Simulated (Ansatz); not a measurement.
Name a neutral molecule of C, Ni, O with HOMO energy (PBE/def2-TZVPP) between -6.00 and -5.70 eV and HOMO energy (ωB97M-V/def2-TZVPP) between -9.65 and -9.35 eV (Ansatz, PBE0-D4/def2-TZVP geometry).

`[O+]#[C][Ni-3]([C]#[O+])[C]#[O+]` (-5.97 eV, -9.58 eV). Other molecules can fit too; these were computed, each in one conformer that needn't be the lowest.
